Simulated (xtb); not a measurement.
Input file for xtb: GFN2-xTB on C2H2 (SMILES C#C), 2S+1 = 1, a spin state set in the input, which need not be the lowest.

```
$ xtb mol.xyz --gfn 2 --opt tight --chrg 0 --uhf 0
4

C      0.57731936     0.45273091    -0.00105412
C     -0.58048727     0.07797216    -0.00798430
H      1.59996958     0.77049104     0.01736998
H     -1.59680167    -0.23718171    -0.00833155
```

The log:

```
[...]
           -------------------------------------------------
          |                Calculation Setup                |
           -------------------------------------------------



           -------------------------------------------------
          |                 G F N 2 - x T B                 |
           -------------------------------------------------

        Reference                      10.1021/acs.jctc.8b01176
      * Hamiltonian:
        H0-scaling (s, p, d)           1.850000    2.230000    2.230000
        zeta-weighting                 0.500000
      * Dispersion:
        s8                             2.700000
        a1                             0.520000
        a2                             5.000000
        s9                             5.000000
      * Repulsion:
        kExp                           1.500000    1.000000
        rExp                           1.000000
      * Coulomb:
        alpha                          2.000000
        third order                    shell-resolved
        anisotropic                    true
        a3                             3.000000
        a5                             4.000000
        cn-shift                       1.200000
        cn-exp                         4.000000
        max-rad                        5.000000


          ...................................................
          :                      SETUP                      :
          :.................................................:
          :  # basis functions                  10          :
          :  # atomic orbitals                  10          :
          :  # shells                            6          :
          :  # electrons                        10          :
          :  max. iterations                   250          :
          :  Hamiltonian                  GFN2-xTB          :
          :  restarted?                      false          :
          :  GBSA solvation                  false          :
          :  PC potential                    false          :
          :  electronic temp.          300.0000000     K    :
          :  accuracy                    1.0000000          :
          :  -> integral cutoff          0.2500000E+02      :
          :  -> integral neglect         0.1000000E-07      :
          :  -> SCF convergence          0.1000000E-05 Eh   :
          :  -> wf. convergence          0.1000000E-03 e    :
          :  Broyden damping             0.4000000          :
          :  net charge                          0          :
          :  unpaired electrons                  0          :
          ...................................................

 iter      E             dE          RMSdq      gap      omega  full diag
   1     -5.3411529 -0.534115E+01  0.104E+01    7.08       0.0  T
   2     -5.3446467 -0.349385E-02  0.619E+00    7.02       1.0  T
   3     -5.3450104 -0.363690E-03  0.405E-01    6.93       1.0  T
   4     -5.3451781 -0.167716E-03  0.693E-02    6.93       1.0  T
   5     -5.3451725  0.560069E-05  0.496E-02    6.93       1.0  T
   6     -5.3451779 -0.538406E-05  0.225E-02    6.93       2.2  T
   7     -5.3451795 -0.157862E-05  0.139E-04    6.93     358.6  T
   8     -5.3451795 -0.620570E-11  0.662E-05    6.93     755.1  T
   9     -5.3451795 -0.304734E-11  0.834E-06    6.93    5994.9  T

   *** convergence criteria satisfied after 9 iterations ***

         #    Occupation            Energy/Eh            Energy/eV
      -------------------------------------------------------------
         1        2.0000           -0.6019025             -16.3786
         2        2.0000           -0.5300631             -14.4238
         3        2.0000           -0.4765689             -12.9681
         4        2.0000           -0.4187714             -11.3953
         5        2.0000           -0.4187648             -11.3952 (HOMO)
         6                         -0.1640457              -4.4639 (LUMO)
         7                         -0.1640344              -4.4636
         8                          0.0478614               1.3024
         9                          0.3013044               8.1989
        10                          1.3100691              35.6488
      -------------------------------------------------------------
                  HL-Gap            0.2547191 Eh            6.9313 eV
             Fermi-level           -0.2914052 Eh           -7.9295 eV

 SCC (total)                   0 d,  0 h,  0 min,  0.003 sec
 SCC setup                      ...        0 min,  0.000 sec (  3.712%)
 Dispersion                     ...        0 min,  0.000 sec (  1.151%)
 classical contributions        ...        0 min,  0.000 sec (  0.462%)
 integral evaluation            ...        0 min,  0.000 sec (  7.700%)
 iterations                     ...        0 min,  0.002 sec ( 68.273%)
 molecular gradient             ...        0 min,  0.000 sec ( 14.074%)
 printout                       ...        0 min,  0.000
[...]
on                  false          :
          :  PC potential                    false          :
          :  electronic temp.          300.0000000     K    :
          :  accuracy                    1.0000000          :
          :  -> integral cutoff          0.2500000E+02      :
          :  -> integral neglect         0.1000000E-07      :
          :  -> SCF convergence          0.1000000E-05 Eh   :
          :  -> wf. convergence          0.1000000E-03 e    :
          :  Broyden damping             0.4000000          :
          :  net charge                          0          :
          :  unpaired electrons                  0          :
          ...................................................

 iter      E             dE          RMSdq      gap      omega  full diag
   1     -5.3678375 -0.536784E+01  0.188E-05    7.28       0.0  T
   2     -5.3678375 -0.154543E-12  0.999E-06    7.28    5003.5  T
   3     -5.3678375  0.142109E-12  0.768E-06    7.28    6514.4  T

   *** convergence criteria satisfied after 3 iterations ***

         #    Occupation            Energy/Eh            Energy/eV
      -------------------------------------------------------------
         1        2.0000           -0.6058695             -16.4865
         2        2.0000           -0.5325903             -14.4925
         3        2.0000           -0.4772484             -12.9866
         4        2.0000           -0.4230201             -11.5110
         5        2.0000           -0.4230188             -11.5109 (HOMO)
         6                         -0.1553086              -4.2262 (LUMO)
         7                         -0.1552983              -4.2259
         8                          0.0765871               2.0840
         9                          0.3433291               9.3425
        10                          1.4566498              39.6375
      -------------------------------------------------------------
                  HL-Gap            0.2677102 Eh            7.2848 eV
             Fermi-level           -0.2891637 Eh           -7.8685 eV

 SCC (total)                   0 d,  0 h,  0 min,  0.001 sec
 SCC setup                      ...        0 min,  0.000 sec (  4.388%)
 Dispersion                     ...        0 min,  0.000 sec (  0.903%)
 classical contributions        ...        0 min,  0.000 sec (  0.373%)
 integral evaluation            ...        0 min,  0.000 sec ( 17.786%)
 iterations                     ...        0 min,  0.001 sec ( 45.892%)
 molecular gradient             ...        0 min,  0.000 sec ( 25.080%)
 printout                       ...        0 min,  0.000 sec (  4.788%)

         :::::::::::::::::::::::::::::::::::::::::::::::::::::
         ::                     SUMMARY                     ::
         :::::::::::::::::::::::::::::::::::::::::::::::::::::
         :: total energy              -5.206769745030 Eh    ::
         :: gradient norm              0.000723485340 Eh/a0 ::
         :: HOMO-LUMO gap              7.284766421159 eV    ::
         ::.................................................::
         :: SCC energy                -5.367837531035 Eh    ::
         :: -> isotropic ES            0.001637297013 Eh    ::
         :: -> anisotropic ES         -0.000987687733 Eh    ::
         :: -> anisotropic XC          0.012709046384 Eh    ::
         :: -> dispersion             -0.000793751582 Eh    ::
         :: repulsion energy           0.161067786005 Eh    ::
         :: add. restraining           0.000000000000 Eh    ::
         :: total charge               0.000000000000 e     ::
         :::::::::::::::::::::::::::::::::::::::::::::::::::::

           -------------------------------------------------
          |                Property Printout                |
           -------------------------------------------------

    * Orbital Energies and Occupations

         #    Occupation            Energy/Eh            Energy/eV
      -------------------------------------------------------------
         1        2.0000           -0.6058695             -16.4865
         2        2.0000           -0.5325903             -14.4925
         3        2.0000           -0.4772484             -12.9866
         4        2.0000           -0.4230201             -11.5110
         5        2.0000           -0.4230188             -11.5109 (HOMO)
         6                         -0.1553086              -4.2262 (LUMO)
         7                         -0.1552983              -4.2259
         8                          0.0765871               2.0840
         9                          0.3433291               9.3425
        10                          1.4566498              39.6375
      -------------------------------------------------------------
                  HL-Gap            0.2677102 Eh            7.2848 eV
             Fermi-level           -0.2891637 Eh           -7.8685 eV

     #   Z          covCN         q      C6AA      α(0)
     1   6 C        1.909    -0.080    33.281     9.317
     2   6 C        1.909    -0.080    33.281     9.317
     3   1 H        0.928     0.080     1.984     2.202
     4   1 H        0.928     0.080     1.984     2.202

 Mol. C6AA /au·bohr⁶  :        206.017779
 Mol. C8AA /au·bohr⁸  :       5160.708352
 Mol. α(0) /au        :         23.038360


Wiberg/Mayer (AO) data.
largest (>0.10) Wiberg bond orders for each atom

 ---------------------------------------------------------------------------
     #   Z sym  total        # sym  WBO       # sym  WBO       # sym  WBO
 ---------------------------------------------------------------------------
     1   6 C    3.975 --     2 C    2.998     3 H    0.970
     2   6 C    3.975 --     1 C    2.998     4 H    0.970
     3   1 H    0.994 --     1 C    0.970
     4   1 H    0.994 --     2 C    0.970
 ---------------------------------------------------------------------------

Topologies differ in total number of bonds
Writing topology from bond orders to xtbtopo.mol

molecular dipole:
                 x           y           z       tot (Debye)
 q only:        0.000      -0.000       0.001
   full:        0.000      -0.000       0.001       0.002
molecular quadrupole (traceless):
                xx          xy          yy          xz          yz          zz
 q only:        1.157       0.574      -0.488       0.015       0.005      -0.669
  q+dip:        4.756       2.375      -2.003       0.059       0.019      -2.753
   full:        2.683       1.333      -1.132       0.035       0.012      -1.551

           -------------------------------------------------
          |                Geometry Summary                 |
           -------------------------------------------------

      molecular mass/u    :       26.0373533
   center of mass at/Å    :        0.0000047       0.2660393      -0.0007950
  moments of inertia/u·Å² :        0.1200798E-03   0.1402643E+02   0.1402654E+02
Note: The following floating-point exceptions are signalling: IEEE_DENORMAL
normal termination of xtb
rotational constants/cm⁻¹ :        0.1403870E+06   0.1201848E+01   0.1201839E+01

 * 1 selected distances

     #   Z          #   Z                                           value/Å
     1   6 C        2   6 C                                       1.1939359 (max)

 * 1 distinct bonds (by element types)

   Z      Z             #   av. dist./Å        max./Å        min./Å
   6 C    6 C           1     1.1939359     1.1939359     1.1939359


optimized geometry written to: xtbopt.xyz


           -------------------------------------------------
          | TOTAL ENERGY               -5.206769745030 Eh   |
          | GRADIENT NORM               0.000723485340 Eh/α |
          | HOMO-LUMO GAP               7.284766421159 eV   |
           -------------------------------------------------

------------------------------------------------------------------------
------------------------------------------------------------------------
 total:
 SCF:
 ANC optimizer:
```

The run finished.

Cost: about 0.07 core-seconds (a rough figure).
